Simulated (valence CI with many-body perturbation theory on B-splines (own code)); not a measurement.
Results of a calculation; reference values are marked as such.
# Cd XLII: magnetic and hyperfine properties of the levels

Level of theory: relativistic CI+MBPT: five valence electrons over a frozen Dirac-Fock core [He], radial functions for each j: 11 s, 11 p, 10 d, 8 f, 5 g, 2 h, with the one-electron correlation potential Σ1, the two-electron term Σ2, the three-electron term Σ3, Breit, model QED; selected CI, second order for the rest, scaled by the run's own slope (own B-spline code, finite nucleus).

No measured spectrum was set against this ion. As an estimate, large intervals hold to a few tenths of a per cent, small ones and those within an open d or f shell to about a per cent. Among the levels kept, up to 7100 cm⁻¹ of a level comes from second order outside the variational space, and about a tenth of that is noise between levels of different J, which matters for small intervals.

A/g_I is the dipole constant over the nuclear g factor μ/I (μ in nuclear magnetons, uniformly magnetised nucleus), B/Q the quadrupole constant per barn. Both hold the static response of the core; the bare values leave it out. Large factors of s and p1/2 electrons are usually good to 5 to 10 %; those of open d and f shells near neutrality can be off by tens of per cent, and small factors of p3/2, d and f electrons come from cancelling terms and can be off by a factor of two or in sign, in half-filled shells by more. B is blank for J = 1/2, where it vanishes, and for nearly pure S terms. Energies count from the lowest level.

Levels are named by their leading jj configuration (3d3/2^4 stands for four electrons in 3d with j = 3/2), which in mixed levels can hold well under half, so a name can repeat and another be missing. Letters in brackets count levels of one name in rising energy.

```tsv
Level	E (× 10³ cm⁻¹)	g	A/g_I (MHz)	A/g_I bare	B/Q (MHz/b)	B/Q bare
(2s^2 2p1/2^2 2p3/2) J=3/2	0.00	1.388	189000	197000	342000	343000
(2s^2 2p1/2 2p3/2^2) J=3/2	1499.2	1.430	-3140	5600	71300	71500
(2s^2 2p1/2 2p3/2^2) J=5/2	1645.7	1.185	418000	421000	-1770	-1770
(2s^2 2p1/2 2p3/2^2) J=1/2	1854.5	0.647	1270000	1260000		
(2s 2p1/2^2 2p3/2^2) J=5/2	2995.1	1.498	946000	942000	145000	145000
(2s^2 2p3/2^3) J=3/2	3361.6	1.275	213000	218000	-415000	-416000
(2s 2p1/2^2 2p3/2^2) J=1/2	3461.1	2.164	3790000	3730000		
(2s 2p1/2^2 2p3/2^2) J=3/2	3472.6	1.233	-475000	-453000	-141000	-141000
(2s 2p1/2 2p3/2^3) J=3/2 [a]	4651.1	1.508	873000	868000	-299000	-299000
(2s 2p1/2 2p3/2^3) J=5/2	4880.6	1.273	1180000	1170000	-530000	-531000
(2s 2p1/2 2p3/2^3) J=1/2	5119.6	1.459	-1080000	-1040000		
(2s 2p1/2 2p3/2^3) J=3/2 [b]	5214.7	1.084	86900	98400	-24500	-24600
(2s 2p3/2^4) J=1/2	6763.7	1.669	3820000	3760000		
(2p1/2^2 2p3/2^3) J=3/2	6871.9	1.320	191000	203000	-381000	-382000
(2p1/2 2p3/2^4) J=1/2	8515.4	0.647	1280000	1260000		
(2s^2 2p1/2^2 3s) J=1/2	28648	2.032	1100000	1090000		
(2s^2 2p1/2^2 3p1/2) J=1/2	29101	0.660	359000	357000		
(2s^2 2p1/2^2 3p3/2) J=3/2	29635	1.335	57700	59800	97000	97200
(2s^2 2p1/2^2 3d3/2) J=3/2	30089	0.790	35300	35200	15400	15700
(2s^2 2p1/2 2p3/2 3s) J=3/2 [a]	30182	1.667	291000	294000	245000	245000
(2s^2 2p1/2 2p3/2 3s) J=1/2	30232	1.293	-447000	-430000		
(2s^2 2p1/2^2 3d5/2) J=5/2	30260	1.252	209000	209000	112000	112000
(2s^2 2p1/2 2p3/2 3s) J=5/2	30324	1.293	402000	401000	196000	196000
(2s^2 2p1/2 2p3/2 3s) J=3/2 [b]	30336	0.995	383000	388000	191000	192000
(2s^2 2p1/2 2p3/2 3p1/2) J=1/2	30631	1.704	-201000	-187000		
(2s^2 2p1/2 2p3/2 3p1/2) J=3/2 [a]	30672	1.146	282000	285000	60700	60800
(2s^2 2p1/2 2p3/2 3p1/2) J=5/2	30760	1.095	450000	452000	297000	297000
(2s^2 2p1/2 2p3/2 3p1/2) J=3/2 [b]	30924	1.366	294000	300000	336000	337000
(2s^2 2p1/2 2p3/2 3p3/2) J=5/2 [a]	31105	1.430	31000	36200	409000	410000
(2s^2 2p1/2 2p3/2 3p3/2) J=1/2 [a]	31144	1.671	-300000	-291000		
(2s^2 2p1/2 2p3/2 3p3/2) J=3/2 [a]	31186	1.189	372000	372000	-238000	-239000
(2s^2 2p1/2 2p3/2 3p3/2) J=7/2	31237	1.248	293000	296000	409000	410000
(2s^2 2p1/2 2p3/2 3p3/2) J=3/2 [b]	31278	1.382	130000	136000	72600	72800
(2s^2 2p1/2 2p3/2 3p3/2) J=5/2 [b]	31350	1.218	430000	431000	30300	30400
(2s^2 2p1/2 2p3/2 3p3/2) J=1/2 [b]	31449	0.672	1250000	1240000		
(2s 2p1/2^2 2p3/2 3s) J=5/2	31486	1.660	985000	980000	298000	299000
(2s 2p1/2^2 2p3/2 3s) J=3/2 [a]	31623	1.547	1140000	1140000	199000	200000
(2s^2 2p1/2 2p3/2 3d3/2) J=3/2 [a]	31630	0.936	81900	83600	-188000	-188000
(2s^2 2p1/2 2p3/2 3d3/2) J=5/2 [a]	31645	0.977	203000	205000	-43600	-43600
(2s^2 2p1/2 2p3/2 3d3/2) J=1/2 [a]	31655	0.228	281000	272000
```

Problem. Take the isotope of mass number 111, with I = 1/2, μ = -0.594 μN. What is the hyperfine structure of (2s 2p1/2^2 2p3/2^2) J=1/2?

Solution. From the table A = -4500000 MHz. Shifts from the centre of gravity in MHz: F = 0: 3380000, F = 1: -1120000.
